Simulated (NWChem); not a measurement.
System: C2H6FNSi, singlet; SMILES CN(C)[Si]F

```xyz
11

Si    -0.8195     0.9042     0.0000
F      0.4995     1.9275     0.0000
N      0.0245    -0.6284     0.0000
C     -0.7513    -1.8569     0.0000
C      1.4656    -0.8166     0.0000
H     -0.5340    -2.4788    -0.8983
H     -0.5340    -2.4788     0.8983
H     -1.8373    -1.6231     0.0000
H      1.7968    -1.3875     0.8974
H      1.7968    -1.3875    -0.8974
H      1.9680     0.1686     0.0000
```
Atoms are numbered in this order, from 1.

Computed with NWChem. Pople sets run with spherical d functions. Low-valent species are run as closed-shell singlets; no triplet was tried in these runs. Structure relaxed at the PBE-D3(BJ)/def2-SVP level. Level: B3LYP/6-31G* with SMD (1 M gas to 1 M solution), gas-phase geometry. Reactions with the solvent are ignored.

```json
[
 {"solvent": "water", "dielectric constant": "78.4", "solvation free energy (kcal/mol)": "-0.2", "cavity-dispersion-structure term (kcal/mol)": "2.9", "dipole in solution (D)": "3.31"},
 {"solvent": "N,N-dimethylformamide", "dielectric constant": "37.2", "solvation free energy (kcal/mol)": "-3.0", "cavity-dispersion-structure term (kcal/mol)": "0.0", "dipole in solution (D)": "3.29"},
 {"solvent": "toluene", "dielectric constant": "2.37", "solvation free energy (kcal/mol)": "-3.1", "cavity-dispersion-structure term (kcal/mol)": "-1.4", "dipole in solution (D)": "2.87"},
 {"solvent": "ethanol", "dielectric constant": "24.9", "solvation free energy (kcal/mol)": "-3.4", "cavity-dispersion-structure term (kcal/mol)": "-0.4", "dipole in solution (D)": "3.27"}
]
```
